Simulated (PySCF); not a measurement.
# Electronic structure of N⁺ (nitrogen, charge +1) at the UHF level

Configuration: [He] 2s2 2p2, high-spin 3P determinant. Computed with PySCF 2.14 in def2-QZVPPD, with the non-relativistic Hamiltonian (point nucleus).

```
Total energy                                                  : -53.893782 hartree
One-electron energy                                           : -70.0595 hartree
Hartree (Coulomb) energy                                      : 22.3796 hartree
Exchange energy                                               : -6.2138 hartree
Kinetic energy                                                : 53.89608 hartree
⟨S²⟩                                                          : 2.0070
⟨L²⟩                                                          : 2.012
Sum of ⟨r⟩                                                    : 5.448 bohr
Sum of ⟨r²⟩                                                   : 7.751 bohr²
Traceless quadrupole moment −½Σ⟨3z² − r²⟩ along its main axis : 0.770 e·bohr²
Density at the nucleus (Gaussians lack the cusp)              : 205 bohr⁻³
Spin density at the nucleus                                   : 0.120 bohr⁻³
Langevin diamagnetic susceptibility                           : -6.14 ×10⁻⁶ cm³/mol
```

```json
{"shell": "1s α", "electrons": "1", "mean orbital energy (hartree)": "-16.32013", "rms radius, mean of both spins (bohr)": "0.265"}
{"shell": "1s β", "electrons": "1", "mean orbital energy (hartree)": "-16.24602", "rms radius, mean of both spins (bohr)": "0.265"}
{"shell": "2s α", "electrons": "1", "mean orbital energy (hartree)": "-1.62281", "rms radius, mean of both spins (bohr)": "1.37"}
{"shell": "2s β", "electrons": "1", "mean orbital energy (hartree)": "-1.30593", "rms radius, mean of both spins (bohr)": "1.37"}
{"shell": "2p α", "electrons": "2", "mean orbital energy (hartree)": "-1.11657", "rms radius, mean of both spins (bohr)": "1.38"}
```

Spin-orbit constants ζ (cm⁻¹) from the X2C one-electron operator on these orbitals (non-relativistic here): bare nucleus, nucleus screened by l(l+1)(2l+1)/3 electrons, and screened by the Breit-Pauli mean field of the electrons.

| shell | bare | screened nucleus | mean field |
| --- | --- | --- | --- |
| 2p | 157.8 | 112.7 | 95.28 |

To first order the Landé constant is A = 47.64 cm⁻¹, so the lowest level has J = 0 and lies 0.0118 eV below the centre of the term. This holds in LS coupling only.
